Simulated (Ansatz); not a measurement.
Species: H$_{6}$OSi$_{2}$, SMILES `[SiH3]O[SiH3]` (charge 0, multiplicity 1), formula H₆OSi₂.

### Question
How many basis functions does frozen-core CCSD(T)/cc-pVTZ // PBE-D3(BJ)/def2-TZVP (Ansatz, a quantum-chemistry and plane-wave program) use, how many core orbitals are frozen, and how many electrons are correlated?

### Answer
182 basis functions and 11 frozen orbitals, which leaves 20 correlated electrons. Core time is of the order of seconds.
